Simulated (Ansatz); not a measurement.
A short molecular-dynamics run on C₂H₉GaO, SMILES `[CH3][GaH-]([CH3])[OH2+]`.

```yaml
crystal:
  periodic: [false, false, false]
  atoms:
    - {symbol: C, position_ang: [-1.181866, 1.373741, -0.741438]}
    - {symbol: Ga, position_ang: [-0.488179, -0.377966, -0.144478]}
    - {symbol: C, position_ang: [1.311674, -0.980540, -0.735257]}
    - {symbol: O, position_ang: [0.151373, 0.138696, 1.933072]}
    - {symbol: H, position_ang: [-1.601367, 1.291652, -1.748595]}
    - {symbol: H, position_ang: [-1.975908, 1.736714, -0.085265]}
    - {symbol: H, position_ang: [-0.390278, 2.126089, -0.774846]}
    - {symbol: H, position_ang: [-1.511201, -1.481741, 0.373129]}
    - {symbol: H, position_ang: [1.270242, -1.316118, -1.775832]}
    - {symbol: H, position_ang: [1.688907, -1.821869, -0.147174]}
    - {symbol: H, position_ang: [2.044169, -0.168743, -0.694926]}
    - {symbol: H, position_ang: [-0.365962, -0.419244, 2.522847]}
    - {symbol: H, position_ang: [1.068797, -0.135572, 2.033463]}
basis:
  gaussian: {orbitals: def2-SVP}
hamiltonian: {xc: {name: r2SCAN}}
md: {timestep: 1 fs, n_steps: 50, ensemble: nvt_langevin, temperature: 1000, initial_velocities: maxwell_boltzmann, friction: 0.01, seed: 883}
```

```sh
$ ansatz run in.yaml --threads 4 --pin off --events-out ev --progress --plain --max-ram 10444MiB
```

```tsv
step	time (fs)	potential energy (eV)	kinetic (eV)	T (K)	conserved (eV)
0	0.0	-56633.6115	1.5511	923	–
1	1.0	-56633.4770	1.3543	806	–
2	2.0	-56633.2268	1.1535	686	–
3	3.0	-56633.0659	0.9859	587	–
4	4.0	-56633.0349	0.8897	529	–
5	5.0	-56633.0688	0.9570	570	–
6	6.0	-56633.1020	1.0236	609	–
7	7.0	-56632.9967	0.9462	563	–
8	8.0	-56632.7275	0.6306	375	–
9	9.0	-56632.6580	0.6386	380	–
10	10.0	-56632.8551	0.8270	492	–
11	11.0	-56632.9721	1.0475	623	–
12	12.0	-56632.9020	0.9889	589	–
13	13.0	-56632.7274	0.7984	475	–
14	14.0	-56632.6225	0.7025	418	–
15	15.0	-56632.6829	0.7511	447	–
16	16.0	-56632.8351	0.9132	543	–
17	17.0	-56632.9302	0.9979	594	–
18	18.0	-56632.8883	1.0100	601	–
19	19.0	-56632.7322	0.9033	538	–
20	20.0	-56632.6359	0.8180	487	–
21	21.0	-56632.7569	0.8509	506	–
22	22.0	-56632.9622	1.0216	608	–
23	23.0	-56633.0363	1.1223	668	–
24	24.0	-56632.9292	1.0244	610	–
25	25.0	-56632.8187	0.9023	537	–
26	26.0	-56632.8841	0.9345	556	–
27	27.0	-56633.0466	1.1040	657	–
28	28.0	-56633.1093	1.1833	704	–
29	29.0	-56633.0071	1.0720	638	–
30	30.0	-56632.8890	1.0291	612	–
31	31.0	-56632.8917	0.9926	591	–
32	32.0	-56632.8949	0.9807	584	–
33	33.0	-56632.7900	0.8928	531	–
34	34.0	-56632.6884	0.8206	488	–
35	35.0	-56632.6229	0.7837	466	–
36	36.0	-56632.5597	0.7994	476	–
37	37.0	-56632.5692	0.7640	455	–
38	38.0	-56632.6642	0.9138	544	–
39	39.0	-56632.7867	1.0642	633	–
40	40.0	-56632.8660	1.1445	681	–
41	41.0	-56632.8492	1.1025	656	–
42	42.0	-56632.8357	1.2229	728	–
43	43.0	-56632.8885	1.2506	744	–
44	44.0	-56632.9752	1.3598	809	–
45	45.0	-56632.9682	1.2584	749	–
46	46.0	-56632.7873	1.0522	626	–
47	47.0	-56632.5779	0.9023	537	–
48	48.0	-56632.5041	0.7801	464	–
49	49.0	-56632.5992	0.8945	532	–
50	50.0	-56632.7715	0.9769	581	–
```

Velocities are drawn at the set temperature; a run this short doesn't reach equilibrium.

Frames (Å, forces in eV/Å):

```xyz
13
time=0.0 fs
C    -1.182    1.374   -0.741    0.143   -0.348    0.116
Ga   -0.488   -0.378   -0.144   -0.017    0.010    0.108
C     1.312   -0.981   -0.735   -0.353    0.119    0.147
O     0.151    0.139    1.933   -0.183    0.333   -0.355
H    -1.601    1.292   -1.749   -0.123   -0.018   -0.283
H    -1.976    1.737   -0.085   -0.237    0.109    0.186
H    -0.390    2.126   -0.775    0.232    0.223   -0.016
H    -1.511   -1.482    0.373    0.038    0.031   -0.044
H     1.270   -1.316   -1.776   -0.008   -0.097   -0.296
H     1.689   -1.822   -0.147    0.120   -0.250    0.160
H     2.044   -0.169   -0.695    0.219    0.233    0.004
H    -0.366   -0.419    2.523   -0.068   -0.200    0.191
H     1.069   -0.136    2.033    0.236   -0.146    0.081
13
time=4.0 fs
C    -1.209    1.381   -0.749   -1.310   -0.376   -0.198
Ga   -0.493   -0.369   -0.132    0.523   -0.242   -0.555
C     1.387   -0.997   -0.756    0.148    0.812    1.529
O     0.149    0.111    1.909   -0.354   -0.159    0.478
H    -1.535    1.493   -1.822    0.010   -0.553    0.716
H    -2.090    1.636   -0.086    0.747    0.082   -0.618
H    -0.438    2.128   -0.675    0.620    0.757    0.478
H    -1.501   -1.506    0.384    0.150    0.140   -0.134
H     1.207   -1.502   -1.742    0.704    0.794    0.288
H     1.604   -1.868   -0.041    0.264    1.078   -0.718
H     2.214   -0.084   -0.654   -1.917   -2.592   -0.714
H    -0.382   -0.351    2.600    0.580    0.313   -0.659
H     1.063   -0.204    1.989   -0.166   -0.053    0.108
13
time=8.0 fs
C    -1.246    1.381   -0.761    2.218    0.982    0.278
Ga   -0.498   -0.360   -0.122    0.974   -0.149   -1.212
C     1.453   -1.005   -0.758   -5.848   -2.332    0.544
O     0.133    0.087    1.889   -0.047    0.896   -0.721
H    -1.480    1.651   -1.793   -0.159   -0.705   -0.505
H    -2.133    1.570   -0.182   -0.660    0.551    0.606
H    -0.420    2.176   -0.555   -1.285   -0.990    0.248
H    -1.474   -1.524    0.338    0.022    0.019   -0.032
H     1.184   -1.557   -1.670    0.812    0.402   -0.258
H     1.606   -1.715    0.019    0.458   -1.328    0.848
H     2.152   -0.305   -0.656    3.386    3.385   -0.587
H    -0.395   -0.284    2.590   -0.302   -0.443    0.559
H     1.024   -0.256    1.954    0.431   -0.287    0.231
13
time=12.0 fs
C    -1.246    1.395   -0.767   -1.597   -0.646    0.446
Ga   -0.501   -0.347   -0.120    1.180   -0.242   -1.713
C     1.466   -1.015   -0.750    0.012    2.268    3.290
O     0.112    0.072    1.856    0.210    0.181    0.486
H    -1.434    1.743   -1.800    0.186   -0.767   -0.086
H    -2.241    1.523   -0.234    0.939    0.193   -0.299
H    -0.526    2.091   -0.394    0.620    1.105    0.726
H    -1.428   -1.552    0.294   -0.098   -0.062    0.026
H     1.298   -1.537   -1.661    0.289   -0.765   -1.093
H     1.660   -1.691    0.137    0.133   -0.048   -1.053
H     2.362   -0.245   -0.740   -1.801   -1.299   -0.450
H    -0.419   -0.261    2.594   -0.234    0.029   -0.121
H     0.974   -0.349    1.988    0.161    0.051   -0.160
13
time=16.0 fs
C    -1.252    1.412   -0.762   -0.555   -0.196    1.051
Ga   -0.500   -0.340   -0.119    1.167   -0.349   -1.933
C     1.473   -1.001   -0.714    0.682    0.422   -1.105
O     0.100    0.062    1.821   -0.133   -0.265    1.666
H    -1.305    1.751   -1.828    0.191   -0.495    0.652
H    -2.282    1.478   -0.284    0.880    0.200   -0.589
H    -0.575    2.076   -0.180   -0.322    0.322   -0.347
H    -1.424   -1.556    0.281   -0.068   -0.039    0.006
H     1.443   -1.564   -1.762   -0.152    0.667    2.192
H     1.751   -1.710    0.129    0.049    0.197   -1.006
H     2.413   -0.279   -0.883   -2.077   -1.045    0.631
H    -0.487   -0.222    2.569    0.386    0.377   -0.942
H     0.923   -0.430    2.000   -0.048    0.205   -0.276
13
time=20.0 fs
C    -1.259    1.425   -0.746    3.377    0.205    2.742
Ga   -0.490   -0.345   -0.122    0.856   -0.534   -1.789
C     1.474   -0.992   -0.686   -3.479   -1.414    0.860
O     0.077    0.053    1.790    0.899    0.602   -0.054
H    -1.118    1.664   -1.789   -0.029    0.252   -0.548
H    -2.248    1.475   -0.377   -1.637    0.316    0.133
H    -0.596    2.144   -0.030   -1.440   -1.144   -1.837
H    -1.447   -1.581    0.255    0.127    0.223   -0.068
H     1.559   -1.536   -1.610   -1.047   -1.035   -1.037
H     1.851   -1.729    0.013    0.229   -0.405    0.767
H     2.250   -0.392   -0.940    2.771    3.275    0.015
H    -0.570   -0.139    2.459   -0.601   -0.308    0.738
H     0.869   -0.475    1.974   -0.024   -0.033    0.078
13
time=24.0 fs
C    -1.245    1.433   -0.700   -0.793   -2.012   -0.918
Ga   -0.473   -0.353   -0.134    0.140   -0.573   -1.222
C     1.443   -1.000   -0.664    1.956    0.491   -0.330
O     0.053    0.045    1.763    0.213   -0.409    2.013
H    -0.996    1.617   -1.769   -0.312    0.140    0.417
H    -2.336    1.530   -0.487    0.388   -0.268   -0.459
H    -0.792    2.149   -0.088    1.202    1.660    1.045
H    -1.466   -1.570    0.232    0.139    0.195   -0.163
H     1.554   -1.639   -1.562   -0.849    0.260   -0.452
H     1.989   -1.767   -0.015   -0.678    1.020    0.299
H     2.269   -0.186   -0.923   -1.610   -1.164    0.785
H    -0.664   -0.083    2.456    1.412   -0.040   -1.056
H     0.837   -0.546    1.952   -1.209    0.700    0.042
13
time=28.0 fs
C    -1.251    1.408   -0.667   -0.170    0.956    0.805
Ga   -0.460   -0.361   -0.151   -0.235   -0.524   -0.784
C     1.432   -1.007   -0.636    0.117   -0.807   -1.550
O     0.035    0.023    1.746    1.309    0.475    0.307
H    -0.930    1.610   -1.685    0.057    0.240   -0.651
H    -2.367    1.546   -0.644    0.628   -0.589   -0.057
H    -0.887    2.304   -0.066    0.022   -0.987   -0.402
H    -1.482   -1.529    0.200   -0.049   -0.061   -0.149
H     1.454   -1.721   -1.590   -0.199    1.743    1.456
H     2.016   -1.662    0.054   -0.519    0.340    0.333
H     2.076   -0.107   -0.807   -0.162   -0.548   -0.280
H    -0.610   -0.094    2.426   -1.025   -0.132    0.869
H     0.737   -0.612    1.935    0.226   -0.106    0.105
13
time=32.0 fs
C    -1.266    1.379   -0.643    2.114    2.100   -0.428
Ga   -0.447   -0.370   -0.166   -0.542   -0.435   -0.482
C     1.431   -1.026   -0.621   -1.668    1.134    2.242
O     0.035    0.003    1.742   -0.227   -0.239    2.356
H    -0.842    1.642   -1.648   -0.298   -0.269    0.083
H    -2.330    1.470   -0.771   -0.944   -0.329    0.069
H    -0.940    2.362   -0.105   -0.364   -1.706   -0.186
H    -1.498   -1.505    0.110   -0.263   -0.297   -0.038
H     1.340   -1.606   -1.490    0.409   -0.996   -1.593
H     1.971   -1.494    0.213   -0.143   -0.468   -0.079
H     1.851   -0.057   -0.720    1.226    1.090   -0.905
H    -0.619   -0.146    2.474    0.413    0.398   -0.982
H     0.691   -0.686    1.928    0.286    0.017   -0.059
13
time=36.0 fs
C    -1.272    1.365   -0.642   -0.624   -1.525   -2.699
Ga   -0.431   -0.380   -0.176   -1.549   -0.558   -0.299
C     1.407   -1.030   -0.584    0.057    3.644    0.065
O     0.032   -0.020    1.755    0.444   -0.639    1.678
H    -0.798    1.621   -1.624   -0.280   -0.175    0.008
H    -2.382    1.358   -0.874    0.966   -0.229    0.416
H    -1.049    2.242   -0.127    0.477    1.756    1.815
H    -1.536   -1.549    0.020    0.162    0.112   -0.004
H     1.296   -1.575   -1.562    0.934   -0.050    1.081
H     1.938   -1.376    0.368   -0.372   -0.336   -1.680
H     1.793    0.112   -0.771   -0.095   -2.727    0.023
H    -0.641   -0.200    2.439   -0.074    0.316   -0.348
H     0.668   -0.748    1.912   -0.045    0.413   -0.056
13
time=40.0 fs
C    -1.271    1.346   -0.668    0.835    0.772    0.496
Ga   -0.413   -0.391   -0.189   -2.625   -0.762   -0.124
C     1.378   -0.989   -0.555   -0.872   -0.361   -2.548
O     0.042   -0.039    1.771    0.253    0.531    0.313
H    -0.776    1.603   -1.616    0.057    0.448   -0.142
H    -2.317    1.182   -0.937   -0.342    0.082    0.216
H    -1.154    2.251    0.051   -0.183   -1.422   -1.000
H    -1.582   -1.628   -0.062    0.724    0.710    0.065
H     1.366   -1.596   -1.546    0.409    0.318    1.974
H     1.906   -1.323    0.320    0.668   -0.877    0.228
H     1.764   -0.039   -0.851    1.183    1.098   -0.292
H    -0.668   -0.188    2.393   -0.620   -0.043    0.469
H     0.656   -0.759    1.907    0.514   -0.492    0.345
13
time=44.0 fs
C    -1.258    1.342   -0.699   -0.521   -1.637   -0.591
Ga   -0.396   -0.405   -0.206   -3.093   -0.028    0.006
C     1.348   -0.937   -0.563    1.998    1.048    1.181
O     0.057   -0.050    1.781   -0.306   -0.676    1.391
H    -0.767    1.643   -1.640   -0.056    0.611    0.256
H    -2.304    1.023   -0.974    0.614    0.534    0.253
H    -1.285    2.085    0.104    0.159    0.300   -0.157
H    -1.532   -1.635   -0.138    0.582    0.556    0.172
H     1.473   -1.648   -1.294   -0.129   -2.162   -2.435
H     1.969   -1.388    0.229   -0.101    0.299    0.439
H     1.891   -0.078   -0.953    0.525    0.486    0.042
H    -0.699   -0.160    2.418    0.997    0.008   -0.699
H     0.699   -0.785    1.942   -0.667    0.662    0.142
13
time=48.0 fs
C    -1.241    1.317   -0.732   -0.394   -1.507   -0.187
Ga   -0.387   -0.416   -0.221   -2.100    1.304   -0.187
C     1.349   -0.885   -0.566    6.284   -2.444   -2.440
O     0.074   -0.057    1.786    0.072    1.016   -0.455
H    -0.779    1.755   -1.627    0.077    0.483    0.305
H    -2.239    0.932   -1.033    0.062    0.468    0.012
H    -1.379    1.952    0.149    0.175    0.492   -0.186
H    -1.395   -1.570   -0.183   -0.531   -0.650    0.320
H     1.517   -1.894   -1.247   -0.885    2.545    0.629
H     2.041   -1.400    0.196   -0.936    1.099    0.134
H     2.084   -0.042   -1.031   -1.638   -1.830    0.830
H    -0.664   -0.169    2.365   -1.095   -0.081    0.917
H     0.664   -0.770    1.981    0.910   -0.897    0.307
13
time=50.0 fs
C    -1.233    1.295   -0.751    0.455    0.132    1.151
Ga   -0.386   -0.421   -0.230   -1.009    1.346   -0.258
C     1.382   -0.870   -0.572    3.732   -2.616   -2.440
O     0.083   -0.055    1.787   -0.606   -0.476    1.167
H    -0.780    1.828   -1.605    0.068    0.167    0.394
H    -2.193    0.925   -1.065   -1.065    0.105   -0.336
H    -1.393    1.934    0.182    0.255   -0.368   -1.215
H    -1.353   -1.583   -0.182   -0.754   -0.874    0.329
H     1.493   -1.903   -1.190   -0.651    2.343    0.231
H     2.024   -1.346    0.176    0.024    0.433    1.279
H     2.091   -0.109   -1.040   -0.865   -0.739    0.198
H    -0.690   -0.190    2.383    0.588    0.184   -0.383
H     0.696   -0.783    2.016   -0.172    0.363   -0.116
```

It took 120 s on 4 threads of an Arm Neoverse V2 on a shared host, with 0.2 GiB of host memory at the peak.
